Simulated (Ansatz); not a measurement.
Geometry optimisation, DFT LDA, scalar-relativistic, plane waves, PAW in Ansatz.

input.yaml

```yaml
accuracy: low
crystal:
  lattice:
    - [5.915482, 0.0, 0.0]
    - [0.0, 5.915482, 0.0]
    - [0.0, 0.0, 5.915482]
  atoms:
    - { symbol: O, position: [0.3023926, 0.1455199, 0.1689759] }
    - { symbol: H, position: [0.3850077, 0.2662459, 0.2425204] }
    - { symbol: H, position: [0.4074146, 0.0879401, 0.0573347] }
    - { symbol: O, position: [0.5270086, 0.735927, 0.145836] }
    - { symbol: H, position: [0.3883515, 0.8126434, 0.1870378] }
    - { symbol: H, position: [0.6436326, 0.8202179, 0.2239557] }
    - { symbol: O, position: [0.6370635, 1.0331297, 0.7807074] }
    - { symbol: H, position: [0.554154, 1.0222316, 0.639938] }
    - { symbol: H, position: [0.7437701, 0.9091498, 0.7735306] }
    - { symbol: O, position: [0.1350256, 0.8068695, 0.4336566] }
    - { symbol: H, position: [0.2068783, 0.6600611, 0.4433143] }
    - { symbol: H, position: [0.0352538, 0.8107518, 0.563423] }
    - { symbol: C, position: [0.196453, 0.3536641, 0.7548041] }
    - { symbol: C, position: [0.0084586, 0.3550716, 0.5946841] }
    - { symbol: "N", position: [-0.1431839, 0.356207, 0.4655262] }
    - { symbol: H, position: [0.3146805, 0.4896602, 0.7150733] }
    - { symbol: H, position: [0.1336437, 0.3777059, 0.9266418] }
    - { symbol: H, position: [0.2859837, 0.192541, 0.746154] }
basis:
  ecutwfc: 420.0
kpoints:
  mp_grid: { grid: [1, 1, 1] }
hamiltonian:
  xc: lda
scf:
  occupations: { method: fermi_dirac, width: 0.02 }
  lower_state_search: "off"
relax:
  f_tol: 0.3
  max_steps: 15
  adjacent_minimum: "off"
```

Command:

```bash
$ ansatz run input.yaml --threads 1 --pin off --max-ram 3072MiB --backend cpu --events-out ev --progress --plain --runs-dir out
```

Where does it end, and by what steps?

It converged. The threshold is loose, so the end isn't yet a minimum. Limits of this set-up: coarse k mesh, low accuracy level. After 13 steps the energy has fallen by 2.269 eV; H18 moved furthest, 1.30 Å.

| step | energy less start (eV) | largest force component (eV/Å) | accepted |
| --- | --- | --- | --- |
| 0 | 0.0000 | 1.795 | yes |
| 1 | -0.3706 | 1.200 | yes |
| 2 | -0.6108 | 1.128 | yes |
| 3 | -0.8059 | 1.155 | yes |
| 4 | -1.0146 | 1.467 | yes |
| 5 | -1.2326 | 1.446 | yes |
| 6 | -1.4973 | 1.154 | yes |
| 7 | -1.6960 | 1.077 | yes |
| 8 | -1.8627 | 0.833 | yes |
| 9 | -1.9727 | 0.718 | yes |
| 10 | -2.0793 | 0.526 | yes |
| 11 | -2.1663 | 1.132 | yes |
| 12 | -2.2212 | 0.383 | yes |
| 13 | -2.2690 | 0.226 | yes |

```xyz
18
Lattice="5.9155 0.0000 0.0000 0.0000 5.9155 0.0000 0.0000 0.0000 5.9155" Properties=species:S:1:pos:R:3
O 2.432 1.109 0.762
H 2.805 1.992 0.948
H 2.760 0.825 -0.163
O 3.366 4.564 1.154
H 3.255 5.553 1.272
H 3.999 4.181 1.838
O 3.369 5.826 4.614
H 2.649 5.427 4.036
H 3.569 5.116 5.273
O 1.631 4.592 3.082
H 2.143 4.503 2.220
H 0.683 4.598 2.862
C 0.528 1.775 4.352
C -0.392 2.536 3.582
N -1.086 3.209 2.946
H 1.543 2.201 4.172
H 0.310 1.836 5.435
H 0.523 0.707 4.047
```

Time of the run: 13 s on 1 thread of Arm Neoverse V2, on a shared host, peak memory 0.29 GiB.
